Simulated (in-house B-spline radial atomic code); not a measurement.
**One electron outside the [He] 2s2 2p6 core: Gd LIV (Gd53+)**

Computed with a B-spline radial code for spherical atoms, no-pair Dirac-Coulomb Hamiltonian, finite nucleus. Rungs: frozen-core Dirac-Hartree-Fock (DHF); Brueckner orbitals from the second-order correlation potential; the same with the Coulomb interaction screened by the core and the hole-particle interaction summed; Breit and QED terms from differences of relaxed Dirac-Fock atoms, where computed. Partial waves beyond l = 6 are extrapolated. The tables show a selection of states; those near core-excited levels, with erratic corrections or far from their DHF start are never shown.

Command:
```bash
python run_mb.py task.json out
```
Settings (nuclear radius in fm, box in bohr, cutoff in hartree):
```
basis_form          2
Z                   64
core_configuration  [He] 2s2 2p6
rms_radius          5.1569
mass_number         158
speed_of_light      137.036
box_radius          3.911
lmax                6
intervals           58
virtual_cutoff      8192.0
```

Cost of the run: 28 s on 1 thread of Arm Neoverse V1 (shared host).

Removal energies (eV):

| state | DHF | second order | screened | Breit + QED | final |
| --- | --- | --- | --- | --- | --- |
| 3s1/2 | 5031.63 | 5032.53 | 5032.52 | -6.57 | 5025.95 |
| 3p1/2 | 4903.04 | 4904.21 | 4904.2 | -6.18 | 4898.02 |
| 3p3/2 | 4711.8 | 4712.84 | 4712.83 | -3.88 | 4708.95 |
| 3d3/2 | 4554.03 | ? | ? | ? | ? |
| 3d5/2 | 4509.48 | 4510.62 | 4510.61 | -1.39 | 4509.23 |
| 4s1/2 | 2739.29 | ? | ? | ? | ? |
| 4p1/2 | 2686.11 | 2686.61 | 2686.6 | -2.45 | 2684.15 |
| 4p3/2 | 2607.99 | 2608.44 | 2608.44 | -1.53 | 2606.9 |
| 4d3/2 | 2548.07 | 2548.52 | 2548.51 | -0.999 | 2547.51 |
| 4d5/2 | 2528.87 | 2529.27 | 2529.26 | -0.511 | 2528.75 |

What does correlation do to 4s1/2?

It adds 0.4043 eV to the removal energy in second order and 0.3991 eV with screening; Breit and QED add -2.6 eV, for a final 2737.08 eV.

What does correlation do to 3d3/2?

It adds 1.264 eV to the removal energy in second order and 1.256 eV with screening; Breit and QED add -2.72 eV, for a final 4552.56 eV.

How does the lowest state compare with the NIST ionisation energy?

3s1/2 is bound by 5026.0 eV, without recoil; NIST lists 5025 ± 5 eV (tabulated theory), a difference of +0.95 eV.

Electric-dipole lines from 3s1/2 (reduced matrix elements in atomic units, length form, static core polarisation, sign of DHF taken positive):

```tsv
upper	DHF	+ core polarisation	+ Brueckner	λ (nm)	A (s⁻¹)
3p1/2	0.1712	0.1697	0.1697	9.6912	3.2e+10
3p3/2	0.2496	0.2474	0.2474	3.9112	5.18e+11
```

What radiative lifetime does 3d3/2 get from its electric-dipole decays?

The rates to lower computed states sum to 4.78e+11 s⁻¹, a lifetime of 0.00209 ns.

Magnetic hyperfine constants per unit nuclear g factor (MHz, nucleus as a uniformly magnetised ball; they apply to isotopes with nuclear spin):

```
state        DHF  + core polarisation  + Brueckner
3s1/2  3.111e+06            3.184e+06    3.187e+06
3p1/2  1.006e+06            1.031e+06    1.032e+06
3p3/2     134100               131400       131500
4s1/2  1.259e+06            1.285e+06    1.286e+06
4p1/2     412000               420800       421100
4p3/2      55490                54210        54230
```
